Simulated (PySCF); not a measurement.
## `C[C@H]1[C@H](S)[C@@]12C[C@H]2F`, C$_{6}$H$_{9}$FS

Molfile (atoms numbered from 1):
```
C6H9FS
     RDKit          3D

 17 18  0  0  0  0  0  0  0  0999 V2000
   -1.2356   -1.6201   -0.0702 C   0  0  0  0  0  0  0  0  0  0  0  0
   -0.7251   -0.2199   -0.2965 C   0  0  1  0  0  0  0  0  0  0  0  0
   -0.7887    0.7937    0.8279 C   0  0  2  0  0  0  0  0  0  0  0  0
   -1.1667    2.5206    0.4650 S   0  0  0  0  0  0  0  0  0  0  0  0
    0.5110    0.2472    0.3752 C   0  0  1  0  0  0  0  0  0  0  0  0
    1.7269   -0.3401    0.9951 C   0  0  0  0  0  0  0  0  0  0  0  0
    1.8314    0.7778   -0.0107 C   0  0  1  0  0  0  0  0  0  0  0  0
    2.3171    0.4733   -1.2494 F   0  0  0  0  0  0  0  0  0  0  0  0
   -0.7607   -2.3062   -0.7685 H   0  0  0  0  0  0  0  0  0  0  0  0
   -1.0143   -1.9479    0.9430 H   0  0  0  0  0  0  0  0  0  0  0  0
   -2.3120   -1.6630   -0.2247 H   0  0  0  0  0  0  0  0  0  0  0  0
   -0.9012    0.1652   -1.2953 H   0  0  0  0  0  0  0  0  0  0  0  0
   -1.1688    0.4813    1.7928 H   0  0  0  0  0  0  0  0  0  0  0  0
   -2.4535    2.3234    0.1809 H   0  0  0  0  0  0  0  0  0  0  0  0
    1.9571   -0.1203    2.0271 H   0  0  0  0  0  0  0  0  0  0  0  0
    2.0268   -1.3253    0.6685 H   0  0  0  0  0  0  0  0  0  0  0  0
    2.1492    1.7724    0.2793 H   0  0  0  0  0  0  0  0  0  0  0  0
  1  2  1  0
  2  3  1  0
  3  4  1  0
  3  5  1  0
  5  6  1  1
  6  7  1  0
  7  8  1  0
  5  2  1  0
  7  5  1  0
  1  9  1  0
  1 10  1  0
  1 11  1  0
  2 12  1  6
  3 13  1  1
  4 14  1  0
  6 15  1  0
  6 16  1  0
  7 17  1  1
M  END
```

Level of theory: PySCF, TDDFT B3LYP/def2-SVPD circular dichroism and optical rotation, one conformer, gas phase. Geometry: GFN2-xTB.

States above about 6.7 eV (minus the energy of the highest occupied orbital) lie near or above the ionisation threshold and depend on the basis.

(1) Draw the ECD and absorption spectra from the lowest 8 states, each a Gaussian of half-width 0.35 eV at 1/e height.

Answers

(1) 
```csv
E (eV),λ (nm),Δε (L mol⁻¹ cm⁻¹),ε (L mol⁻¹ cm⁻¹)
4.96,250,-0.26,28.5
5.11,243,-0.75,83.2
5.26,236,-1.50,181
5.41,229,-2.15,326
5.56,223,-2.36,562
5.71,217,-2.30,930
5.86,211,-2.22,1280
6.01,206,-2.06,1340
6.16,201,-1.71,1050
6.31,196,-1.16,779
6.46,192,+0.15,799
6.61,188,+2.90,1050
6.76,183,+6.21,1270
6.91,179,+7.64,1330
7.06,176,+5.82,1290
```
Δε uses R in velocity form, ε uses f in length form. Only the states computed contribute, so the short-wavelength end is incomplete.
